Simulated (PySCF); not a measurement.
```xyz
3
charge 0 multiplicity 2, angstrom
In   -0.4477    0.0000   -0.3080
H    -1.9636    0.0000    0.6121
Cl    1.5272    0.0000    0.9939
```

Method: UPBE0/[In def2-TZVP with ECP28, H def2-TZVP, Cl def2-TZVP], scalar-relativistic core potentials, density fitting, no spin–orbit coupling, PySCF.

This geometry of InHCl is a stationary point at this level.

(1) What is the point group?

(2) Is it a minimum?

(3) List the harmonic modes with their infrared intensities.

(4) Give the atomic charges and bond orders.

(5) What is the atomisation energy, with and without zero-point energy?

## Answers

(1) Cs.

(2) Yes: all harmonic wavenumbers are real.

(3) 
| symmetry | ω (cm⁻¹) | IR (km/mol) | type |
| --- | --- | --- | --- |
| a' | 336 | 60.9 | stretch |
| a' | 410 | 38.8 | bend |
| a' | 1549 | 152 | stretch |

(4) 
| atom | Mulliken | Löwdin | polar tensor | spin (Mulliken) | Mayer order to In1 |
| --- | --- | --- | --- | --- | --- |
| In1 | 0.47 | 0.05 | 0.83 | 0.61 | – |
| H2 | -0.06 | -0.06 | -0.21 | 0.30 | 0.84 |
| Cl3 | -0.41 | 0.01 | -0.62 | 0.09 | 0.96 |

(5) 527 kJ/mol without, 514 kJ/mol with.

Only a few start shapes were tried, so a lower isomer may exist. Spin–orbit coupling, left out here, can matter for elements this heavy.
